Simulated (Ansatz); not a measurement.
Relaxation of CH₃NZn (6 atoms, charge 0, multiplicity 1), to a largest force component of 0.015 eV/Å in at most 40 steps.

The calculation used RKS PBE0-D4/def2-SVP in Ansatz.

```xyz
6
Properties=species:S:1:pos:R:3
N -0.761 -0.889 -0.711
C -0.159 0.209 -0.829
Zn 0.796 0.883 0.839
H -0.726 -1.345 0.207
H -0.247 0.624 -1.831
H 1.097 0.518 2.323
```

Task: Where does it end, and by what steps?

Result: The forces met the threshold. After 8 steps the energy has fallen by 0.308 eV; H6 moved furthest, 0.62 Å.

| step | energy less start (eV) | largest force component (eV/Å) | accepted |
| --- | --- | --- | --- |
| 0 | 0.0000 | 1.213 | yes |
| 1 | -0.1634 | 0.671 | yes |
| 2 | -0.2347 | 0.596 | yes |
| 3 | -0.2767 | 0.404 | yes |
| 4 | -0.2994 | 0.351 | yes |
| 5 | -0.2846 | 0.810 | no |
| 6 | -0.2999 | 0.559 | yes |
| 7 | -0.3078 | 0.069 | yes |
| 8 | -0.3079 | 0.014 | yes |

```xyz
6
Properties=species:S:1:pos:R:3
N -0.884 -0.961 -0.935
C -0.186 0.079 -0.689
Zn 0.708 0.633 0.988
H -0.959 -1.564 -0.107
H -0.082 0.758 -1.563
H 1.403 1.055 2.306
```

Run time: 27 s on 1 thread of Arm Neoverse V2, with other jobs on the host, peak memory 0.14 GiB.
